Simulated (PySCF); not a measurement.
C2H5F2NSi, SMILES C/N=C/[SiH](F)F. Atoms are numbered in the order given.

```xyz
11

C     -3.0417    -0.4368     0.1602
N     -1.7287    -0.1646    -0.3634
C     -0.7273    -0.1804     0.4296
Si     0.9364     0.1849    -0.3347
F      1.9416    -1.0507    -0.0493
F      1.5949     1.4677     0.3996
H     -3.0604    -0.6431     1.2498
H     -3.4712    -1.2956    -0.3824
H     -3.6989     0.4207    -0.0613
H     -0.8486    -0.4005     1.5184
H      0.8571     0.4331    -1.7863
```
Charge 0, spin multiplicity 1.

Geometry optimised at r2SCAN-D4/def2-SVP. The structure was generated by enumeration; whether it is a known compound was not checked. The values are those of a single conformer.

Two levels are set side by side: PBE/pcSseg-1 (PySCF) and PBE0/pcSseg-1 (PySCF). GIAO shifts against CFCl3 (¹⁹F), NH3 (¹⁵N), TMS (²⁹Si), TMS (¹H), TMS (¹³C) at the same level; non-relativistic, no solvent, atoms listed together averaged. Differences are taken from unrounded values.

```csv
quantity,PBE
δ(¹³C) of C1 (ppm),62.5
δ(¹⁵N) of N2 (ppm),464.0
δ(¹³C) of C3 (ppm),178.6
δ(²⁹Si) of Si4 (ppm),-24.6
"δ(¹⁹F) of F5, F6 (ppm)",-175.2
δ(¹H) of H10 (ppm),8.77
δ(¹H) of H11 (ppm),5.16
```

These are the PBE values. What does PBE0 give? (The exact figures need the calculation; the answer reports its results.)


| quantity | PBE0 | PBE minus PBE0 |
|---|---|---|
| δ(¹³C) of C1 (ppm) | 60.6 | 1.9 |
| δ(¹⁵N) of N2 (ppm) | 474.3 | -10.2 |
| δ(¹³C) of C3 (ppm) | 180.3 | -1.7 |
| δ(²⁹Si) of Si4 (ppm) | -25.3 | 0.7 |
| δ(¹⁹F) of F5, F6 (ppm) | -160.5 | -14.7 |
| δ(¹H) of H10 (ppm) | 8.73 | 0.04 |
| δ(¹H) of H11 (ppm) | 5.02 | 0.15 |

Rough cost on one machine, each run with all the roots and properties that it gave: PBE0 against PBE within a factor of 2.
